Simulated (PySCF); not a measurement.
A first-order proton ENDOR spectrum was simulated from computed couplings for a radical in fast tumbling at B = 334.0 mT (X band).

Class means under 0.5 MHz are left out. Line positions in MHz: 2.64, 3.48, 8.04, 25.81, 31.92, 36.49, 64.41, 92.85.

Task: What is the proton Larmor frequency at this field?

Result: νH = 5.58569 × 7.62259 MHz/T × 0.3340 T = 14.22 MHz.

Task: Pair the lines and read off the couplings.

Result: For S = 1/2 in fast tumbling each set of equivalent nuclei gives two lines, ν± = |νn ± a/2| to first order, with νn = g_N μN B/h and μN/h = 7.62259 MHz/T. A pair with |a| < 2νn is centred on νn and split by |a|; one with |a| > 2νn is centred on |a|/2 and split by 2νn.

```csv
lower line,upper line,centred on,|a| (MHz)
64.41,92.85,|a|/2,157.26
8.04,36.49,|a|/2,44.53
3.48,31.92,|a|/2,35.39
2.64,25.81,νn,23.17
```

Compound: C7H7 (doublet state).
Numbering: `[CH:1]1=[CH:2][CH2:3][C:4]2[CH2:5][C:6]2=[CH:7]1` (hydrogens: H8 on C1; H9 on C2; H10, H11 on C3; H12, H13 on C5; H14 on C7)

Task: This is the radical. Which protons give which coupling, and how does each split the EPR lines?

Result: 157.3 MHz (computed sign +): H10/H11, 2 bonds from C4, a 1:2:1 triplet of 5.611 mT; 44.5 MHz (computed sign +): H12/H13, 2 bonds from C4, a 1:2:1 triplet of 1.589 mT; 35.4 MHz (computed sign −): H14, 1 bond from C7, a 1:1 doublet of 1.263 mT; 23.2 MHz (computed sign −): H9, 1 bond from C2, a 1:1 doublet of 0.827 mT. To first order the positions of ENDOR lines don't depend on how many nuclei share a coupling. Main spin sites, with 60 % or more of the largest population: C2, C4, C7; positions count bonds from the nearest.

Theory: UKS B3LYP, pcH-1 on C H, non-relativistic, mean-field spin-orbit, GIAO (PySCF 2.14.0). Isolated species at its GFN2-xTB geometry, gas phase. Couplings are sensitive to structure, and on GFN2-xTB geometries they can be far from those on DFT ones. The SCF solution wasn't tested for stability. ⟨S²⟩ is 0.786 where a pure state has 0.75.

Couplings of abundant isotopes left out: H8 (9.0 MHz).

Class means assume fast exchange of nuclei equivalent by connectivity; if that motion is slow, each nucleus keeps its own coupling.

Largest spin populations (Mulliken): C7 (+0.54), C4 (+0.48), C2 (+0.37) and C6 (-0.21). Three atoms exceed +0.15. The angles at C7 add up to 360.0°, so it is planar.
